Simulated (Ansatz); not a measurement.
Geometry optimisation, RKS PBE/cc-pVDZ (Ansatz).

The input (input.yaml):

```yaml
crystal:
  periodic: [false, false, false]
  atoms:
    - { symbol: O, position_ang: [1.6256, -0.7757, -1.0904] }
    - { symbol: C, position_ang: [0.6322, -0.3033, -0.4505] }
    - { symbol: Si, position_ang: [-0.0952, 1.3847, -0.7654] }
    - { symbol: Si, position_ang: [-0.0816, -1.2921, 0.8817] }
    - { symbol: H, position_ang: [-1.501, 1.3075, -1.1378] }
    - { symbol: H, position_ang: [0.0177, 2.2465, 0.4682] }
    - { symbol: H, position_ang: [0.6575, 2.1251, -1.837] }
    - { symbol: H, position_ang: [0.02233, -0.7071, 2.22352] }
    - { symbol: H, position_ang: [-1.54312, -1.68113, 0.64939] }
    - { symbol: H, position_ang: [0.62002, -2.67733, 0.96803] }
basis:
  gaussian: { orbitals: cc-pVDZ }
hamiltonian:
  xc: pbe
relax:
  f_tol: 0.015
  max_steps: 40
output:
  orbitals: {}
```

Command:

```bash
$ ansatz run input.yaml --threads 2 --pin off --max-ram 3072MiB --backend cpu --events-out ev --progress --plain --runs-dir out
```

Task: Where does it end, and by what steps?

Result: The run converged. After 8 steps the energy has fallen by 0.508 eV; Si4 moved furthest, 0.18 Å.

```tsv
step	energy less start (eV)	largest force component (eV/Å)	accepted
0	0.0000	3.557	yes
1	-0.3844	1.490	yes
2	-0.3967	2.173	yes
3	-0.4779	1.178	yes
4	-0.5032	0.111	yes
5	-0.5051	0.066	yes
6	-0.5077	0.044	yes
7	-0.5077	0.029	yes
8	-0.5078	0.001	yes
```

```xyz
10
Properties=species:S:1:pos:R:3
O 1.627 -0.714 -1.126
C 0.678 -0.311 -0.461
Si -0.079 1.484 -0.801
Si -0.097 -1.454 0.955
H -1.540 1.339 -1.159
H 0.005 2.299 0.469
H 0.680 2.153 -1.916
H 0.005 -0.730 2.278
H -1.563 -1.672 0.662
H 0.638 -2.767 1.008
```

The run took 18 s on 2 threads of Arm Neoverse V1 (shared host), peak memory 0.14 GiB.
